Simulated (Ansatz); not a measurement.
Gas-phase electronic energies from Ansatz, PBE0-D4/def2-TZVP geometries. CCSD(T)/CBS adds triple-zeta CCSD(T) − MP2 to the extrapolated MP2 energy (def2 sets, frozen cores). DFT in def2-TZVPP. Elements past krypton have def2 core potentials. For Cd outer-core shells are correlated without core-valence functions, which leaves a few kJ/mol of doubt a bond. One conformer a species, not always the lowest.

Consider the substitution at a C–C bond: `BCC(C)N` + `[OH][Cd][F]` → `C[O][Cd][F]` + `BCCN`.

```tsv
level	ΔE (eV)
PBE-D4	0.73
PBE	0.69
```

(1) What does CCSD(T)/CBS give? (Best estimate.)

Largest T1 diagnostic among the species: 0.018.

Answers

(1) The calculation gave: +0.85 eV. The listed levels differ from it by -0.12, -0.16 eV.

In def2-TZVPP, CCSD(T) changes the Hartree–Fock value by +0.18 eV (the triples alone add +0.02 eV) and MP2 by +0.26 eV. The D4 term adds +0.06 eV with B3LYP and +0.03 eV with PBE0; it sums over pairs of atoms, weighted by their polarisabilities, and B3LYP, whose exchange is more repulsive, gets the larger term.

B3LYP here is the variant with VWN-RPA as its local correlation; programs differ in this.
